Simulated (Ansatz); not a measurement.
Geometry optimisation, RKS BLYP-D4/def2-SVP in Ansatz.

input.yaml

```yaml
crystal:
  periodic: [false, false, false]
  atoms:
    - { symbol: O, position_ang: [-2.7769, 0.5478, -0.1936] }
    - { symbol: Al, position_ang: [-1.1803, 1.3927, -0.1872] }
    - { symbol: C, position_ang: [0.3675, 0.4596, -1.0146] }
    - { symbol: O, position_ang: [1.511, 0.2958, -0.0631] }
    - { symbol: Si, position_ang: [1.2916, -1.2629, 0.7079] }
    - { symbol: H, position_ang: [-2.8479, 0.0729, 0.6259] }
    - { symbol: H, position_ang: [-0.9603, 2.8219, 0.5137] }
    - { symbol: H, position_ang: [0.1267, -0.4639, -1.5216] }
    - { symbol: H, position_ang: [0.7739, 1.1554, -1.7529] }
    - { symbol: H, position_ang: [-0.10474, -1.29278, 1.25334] }
    - { symbol: H, position_ang: [1.40253, -2.39413, -0.26775] }
    - { symbol: H, position_ang: [2.22268, -1.42134, 1.79402] }
basis:
  gaussian: { orbitals: def2-SVP }
hamiltonian:
  xc: blyp
  dispersion: d4
relax:
  f_tol: 0.015
  max_steps: 40
```

Run as:

```bash
$ ansatz run input.yaml --threads 2 --pin off --max-ram 3072MiB --backend cpu --events-out ev --progress --plain --runs-dir out
```

Q: Where does it end, and by what steps?

A: The forces met the threshold. After 34 steps the energy has fallen by 0.811 eV; H10 moved furthest, 1.68 Å. Joined: Al2–O4.

```
step  energy less start (eV)  largest force component (eV/Å)  accepted
   0                  0.0000                           1.658       yes
   2                 -0.3288                           1.792       yes
   4                 -0.5252                           0.499       yes
   6                 -0.5619                           0.236       yes
   8                 -0.5805                           0.026       yes
  10                 -0.5823                           0.035       yes
  12                 -0.5835                           0.099       yes
  14                 -0.5893                           0.217       yes
  16                 -0.6135                           0.365       yes
  18                 -0.6757                           0.431       yes
  20                 -0.7637                           0.494       yes
  22                 -0.7988                           0.075       yes
  24                 -0.8046                           0.087       yes
  26                 -0.8076                           0.037       yes
  28                 -0.8093                           0.036       yes
  30                 -0.8104                           0.085       yes
  32                 -0.8112                           0.061       yes
  34                 -0.8114                           0.014       yes
```

```xyz
12
Properties=species:S:1:pos:R:3
O -2.511 0.660 0.338
Al -0.993 1.372 -0.096
C 0.076 0.320 -1.364
O 0.486 0.079 0.120
Si 1.281 -1.324 0.680
H -3.101 1.065 0.994
H -0.588 2.826 0.396
H -0.306 -0.634 -1.781
H 0.972 0.665 -1.912
H 0.490 -2.541 0.307
H 2.637 -1.394 0.046
H 1.384 -1.182 2.165
```

The run took 81 s on 2 threads of Arm Neoverse V2, on a shared host, peak memory 0.15 GiB.
